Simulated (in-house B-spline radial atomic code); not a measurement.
Radial electron density of Zn VI (Zn5+), [Ne] 3s2 3p5 3d7 6f1. Level of theory: Dirac-Hartree-Fock, average of configuration, Fermi nucleus of rms radius 3.9283 fm; calculated with an all-electron radial atomic-structure program (B-spline basis).

Columns: r (bohr), 4πr²n(r) (electrons per bohr), bar.

```
 0.00206     1.01 #
 0.00259     1.53 ##
 0.00324    2.278 ##
 0.00406    3.368 ####
 0.00509    4.922 #####
 0.00638    7.081 #######
   0.008    9.994 ###########
    0.01    13.71 ##############
  0.0126    18.43 ###################
  0.0158    23.69 #########################
  0.0197    28.93 ##############################
  0.0248    33.63 ###################################
   0.031    36.37 ######################################
  0.0389    36.49 ######################################
  0.0488    34.04 ####################################
  0.0611    30.67 ################################
  0.0766    29.11 ###############################
   0.096    31.59 #################################
    0.12    37.25 #######################################
   0.151    41.77 ############################################
   0.189    39.77 ##########################################
   0.237    31.03 #################################
   0.297    21.82 #######################
   0.372    18.86 ####################
   0.467     21.5 #######################
   0.585    22.67 ########################
   0.733    18.15 ###################
   0.919     10.5 ###########
    1.15    4.371 #####
    1.44    1.303 #
    1.81   0.3013 
    2.27  0.06616 
    2.84 0.001608 
    3.57  0.05419 
    4.47  0.09546 
     5.6 0.004595 
    7.02  0.09848 
     8.8   0.2015 
      11   0.0777 
    13.8 0.006939 
    17.3 0.000126 
    21.7 3.334e-07 
    27.2 1.992e-10
```

On this grid the curve has 5 maxima, near 0.0389, 0.151, 0.585, 4.47, 8.8 bohr.

The 3d5/2 radial function P(r) = rR(r), positive near the nucleus, with its small component Q(r) (sign convention: Q ≈ (P' + κP/r)/2c):

| r (bohr) | P | Q |
| --- | --- | --- |
| 0.0158 | 0.001223 | -4.313e-05 |
| 0.0248 | 0.004323 | -0.0001496 |
| 0.0389 | 0.01458 | -0.0004906 |
| 0.0611 | 0.04609 | -0.001492 |
| 0.096 | 0.1319 | -0.004052 |
| 0.151 | 0.328 | -0.009359 |
| 0.237 | 0.6684 | -0.01727 |
| 0.372 | 1.052 | -0.0241 |
| 0.585 | 1.179 | -0.02344 |
| 0.919 | 0.8591 | -0.01455 |
| 1.44 | 0.3529 | -0.005196 |
| 2.27 | 0.05794 | -0.000776 |
| 3.57 | 0.002187 | -2.808e-05 |
